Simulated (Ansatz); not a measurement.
Gas-phase electronic energies from Ansatz, PBE0-D4/def2-TZVP geometries. CCSD(T)/CBS is the MP2 limit (def2-TZVPP, def2-QZVPP) plus CCSD(T) − MP2 in def2-TZVPP, frozen cores. This one scheme is used for every species. DFT in def2-TZVPP. For Ge outer-core shells are correlated without core-valence functions, which leaves a few kJ/mol of doubt a bond. Scalar relativity is left out up to krypton. One conformer a species, not always the lowest.

`N[SiH](F)/N=C/O` + `[NH2][GeH2][OH]` → `[NH2][GeH2][O][SiH](N)F` + `N=CO`  (ligand exchange at the Si–N bond)

```tsv
level	ΔE (kJ/mol)
r2SCAN-D4	-76.4
ωB97M-V	-77.3
r2SCAN	-75.2
SCS-MP2/def2-TZVPP	-79.8
CCSD(T)/def2-TZVPP	-81.3
SCS-MP2/def2-QZVPP	-77.8
HF/CBS(def2)	-79.6
CCSD/CBS(def2)	-78.2
```

Problem. What does CCSD(T)/CBS give? (Estimate.)

Solution. Computed: -77.9 kJ/mol. The listed levels differ from it by 1.5, 0.6, 2.7, -1.9, -3.4, 0.1, -1.7, -0.3 kJ/mol.

Largest T1 diagnostic among the species: 0.014.

The D4 term adds −6.1 kJ/mol with B3LYP and −3.6 kJ/mol with PBE0; it sums over pairs of atoms, weighted by their polarisabilities, and B3LYP, whose exchange is more repulsive, gets the larger term.

B3LYP here is the variant with VWN-RPA as its local correlation; programs differ in this.
